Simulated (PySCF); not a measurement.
dimethylamine (C2H7N), singlet, geometry from GFN2-xTB; PySCF with REVPBE/6-31G.

Input for PySCF:
```python
from pyscf import gto, scf, dft

mol = gto.M(
    atom='''
C    -0.03569820   -0.19812946    1.20885066
N    -0.01154258    0.58084668   -0.01145657
C    -0.03127914   -0.24555833   -1.20023843
H     0.79495153   -0.91719079    1.28867119
H     0.00160531    0.47631350    2.06242479
H    -0.97233828   -0.75537051    1.24598034
H     0.81745163    1.16872016   -0.02150966
H     0.79960582   -0.96714418   -1.24864846
H     0.00920307    0.39476842   -2.07955436
H    -0.96781698   -0.80389660   -1.21884120
''',
    basis='6-31g',
    verbose=4,
)

mf = dft.RKS(mol)
mf.xc = 'revpbe'
mf.kernel()
```

What does PySCF print? Leave out banner, timings and long lists.


```
PySCF version 2.14.0

[INPUT] verbose = 4
[INPUT] num. atoms = 10
[INPUT] num. electrons = 26
[INPUT] charge = 0
[INPUT] spin (= nelec alpha-beta = 2S) = 0
[INPUT] symmetry False subgroup None
[INPUT] Mole.unit = angstrom
[INPUT] Symbol           X                Y                Z      unit          X                Y                Z       unit  Magmom
[INPUT]  1 C     -0.035698200000  -0.198129460000   1.208850660000 AA   -0.067459821140  -0.374410416608   2.284396672900 Bohr   0.0
[INPUT]  2 N     -0.011542580000   0.580846680000  -0.011456570000 AA   -0.021812314971   1.097641145563  -0.021649779627 Bohr   0.0
[INPUT]  3 C     -0.031279140000  -0.245558330000  -1.200238430000 AA   -0.059109008012  -0.464037991306  -2.268121916878 Bohr   0.0
[INPUT]  4 H      0.794951530000  -0.917190790000   1.288671190000 AA    1.502240674004  -1.733239397073   2.435235613717 Bohr   0.0
[INPUT]  5 H      0.001605310000   0.476313500000   2.062424790000 AA    0.003033596245   0.900102064433   3.897418005614 Bohr   0.0
[INPUT]  6 H     -0.972338280000  -0.755370510000   1.245980340000 AA   -1.837453049631  -1.427443386473   2.354561599192 Bohr   0.0
[INPUT]  7 H      0.817451630000   1.168720160000  -0.021509660000 AA    1.544759700779   2.208561018658  -0.040647366433 Bohr   0.0
[INPUT]  8 H      0.799605820000  -0.967144180000  -1.248648460000 AA    1.511036007408  -1.827637623167  -2.359603615260 Bohr   0.0
[INPUT]  9 H      0.009203070000   0.394768420000  -2.079554360000 AA    0.017391281805   0.746004196427  -3.929788201545 Bohr   0.0
[INPUT] 10 H     -0.967816980000  -0.803896600000  -1.218841200000 AA   -1.828909030904  -1.519144406469  -2.303276057336 Bohr   0.0

nuclear repulsion = 84.5375436787091
number of shells = 29
number of NR pGTOs = 94
number of NR cGTOs = 41
basis = 6-31g
ecp = {}

******** <class 'pyscf.dft.rks.RKS'> ********
method = RKS
initial guess = minao
damping factor = 0
level_shift factor = 0
DIIS = <class 'pyscf.scf.diis.CDIIS'>
diis_start_cycle = 1
diis_space = 8
diis_damp = 0
SCF conv_tol = 1e-09
SCF conv_tol_grad = None
SCF max_cycles = 50
direct_scf = True
direct_scf_tol = 1e-13
XC library pyscf.dft.libxc version 7.1.2
    S. Lehtola, C. Steigemann, M. J. T. Oliveira, and M. A. L. Marques,  SoftwareX 7, 1–5 (2018)
XC functionals = revpbe
    Y. Zhang and W. Yang,  Phys. Rev. Lett. 80, 890 (1998)
    J. P. Perdew, K. Burke, and M. Ernzerhof,  Phys. Rev. Lett. 77, 3865 (1996)
    J. P. Perdew, K. Burke, and M. Ernzerhof,  Phys. Rev. Lett. 78, 1396 (1997)
radial grids:
    Treutler-Ahlrichs [JCP 102, 346 (1995); DOI:10.1063/1.469408] (M4) radial grids

becke partition: Becke, JCP 88, 2547 (1988); DOI:10.1063/1.454033
pruning grids: <function nwchem_prune>
grids dens level: 3
symmetrized grids: False
atomic radii adjust function: <function treutler_atomic_radii_adjust>
small_rho_cutoff = 0
Set gradient conv threshold to 3.16228e-05
Initial guess from minao.
tot grids = 110800
init E= -135.107235827944
  HOMO = -0.266642755365445  LUMO = 0.0232822550951208  gap/eV = 7.88926
cycle= 1 E= -135.026765102069  delta_E= 0.0805  |g|= 0.411  |ddm|=  2.6
  HOMO = -0.0654144650477366  LUMO = 0.0995707610849728  gap/eV = 4.48948
cycle= 2 E= -134.964651360684  delta_E= 0.0621  |g|= 0.648  |ddm|= 1.42
  HOMO = -0.161264455173036  LUMO = 0.0655813561467837  gap/eV = 6.17279
cycle= 3 E= -135.074849273514  delta_E= -0.11  |g|= 0.0634  |ddm|= 0.876
  HOMO = -0.155433025510108  LUMO = 0.0658296854162574  gap/eV = 6.02087
cycle= 4 E= -135.075667470082  delta_E= -0.000818  |g|= 0.0236  |ddm|= 0.0773
  HOMO = -0.157417887025375  LUMO = 0.0659592480415709  gap/eV = 6.07840
cycle= 5 E= -135.075794278582  delta_E= -0.000127  |g|= 0.00143  |ddm|= 0.0226
  HOMO = -0.157573277084044  LUMO = 0.0658033104706728  gap/eV = 6.07839
cycle= 6 E= -135.075794981784  delta_E= -7.03e-07  |g|= 0.000205  |ddm|= 0.00301
  HOMO = -0.157559335665686  LUMO = 0.0658203372963719  gap/eV = 6.07847
cycle= 7 E= -135.0757949983  delta_E= -1.65e-08  |g|= 2.27e-05  |ddm|= 0.000448
  HOMO = -0.157559568622908  LUMO = 0.0658196722563906  gap/eV = 6.07846
cycle= 8 E= -135.075794998477  delta_E= -1.77e-10  |g|= 4.1e-06  |ddm|= 4.34e-05
  HOMO = -0.157561200861965  LUMO = 0.0658191246266679  gap/eV = 6.07849
Extra cycle  E= -135.075794998477  delta_E= -2.84e-13  |g|= 4.92e-06  |ddm|= 1.41e-05
converged SCF energy = -135.075794998477
```
